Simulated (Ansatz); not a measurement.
Molecule: CH2O, charge 0, multiplicity 1. SMILES: [H]/[C-]=[O+]/[H]
Coordinates optimised at B3LYP-D3(BJ)/def2-TZVP (Ansatz, an electronic-structure program):
```xyz
4

C      0.0143    -0.0006    -0.7408
O      0.0072     0.0056     0.5677
H      0.8875     0.2601     0.8874
H     -1.0303    -0.3017    -0.9843
```

Quantity: enthalpy of formation at 298 K, in kcal/mol. Terms: LANL2DZ all-electron up to Ne; 6-31G* and kin with 6d, 5d where marked; open shells spin-unrestricted; 6-311+G** with 5d; non-relativistic; dispersion terms only where a functional's name holds one; no spin-orbit coupling. First-principles rows: single points at B3LYP-D3(BJ) geometries (Ansatz), with unscaled harmonic terms from B3LYP/6-31G* (Ansatz) at its own minima, enthalpies of formation by atomisation with measured atoms.

```json
[
 {"level": "PBE/STO-3G", "program": "Ansatz", "enthalpy of formation at 298 K (kcal/mol)": "-5.5"},
 {"level": "PBE/3-21G", "program": "Ansatz", "enthalpy of formation at 298 K (kcal/mol)": "38.2"},
 {"level": "PBE/LANL2DZ", "program": "Ansatz", "enthalpy of formation at 298 K (kcal/mol)": "45.9"},
 {"level": "PBE/6-31G*", "program": "Ansatz", "enthalpy of formation at 298 K (kcal/mol)": "20.9"},
 {"level": "PBE/def2-SVP", "program": "Ansatz", "enthalpy of formation at 298 K (kcal/mol)": "14.6"},
 {"level": "PBE/6-311+G**", "program": "Ansatz", "enthalpy of formation at 298 K (kcal/mol)": "18.5"},
 {"level": "PBE/def2-TZVPD", "program": "Ansatz", "enthalpy of formation at 298 K (kcal/mol)": "16.6"}
]
```

No value to compare with is used here. The 6 habitual levels span -5.5 (PBE/STO-3G) to 45.9 kcal/mol (PBE/LANL2DZ); PBE/def2-TZVPD gives 16.6.

The sets are all those run for this method; left out are runs that failed, that the program found above a lower state of the same kind, or whose <S^2> lies over 0.5 above the pure value.
